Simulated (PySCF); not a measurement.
An element was calculated at UHF (PySCF 2.14, spin-free X2C, a triple-zeta basis, no spin-orbit coupling), in the ground configurations that NIST lists.

| Property | Result |
| --- | --- |
| first ionisation energy | 6.264 eV |
| second ionisation energy | 15.072 eV |
| third ionisation energy | 26.084 eV |

Which element is it?

Molybdenum (Mo, Z = 42), in ANO-RCC-VTZP. NIST lists 7.092, 16.16 ± 0.12, 27.13 ± 0.12 eV for these ionisation energies.
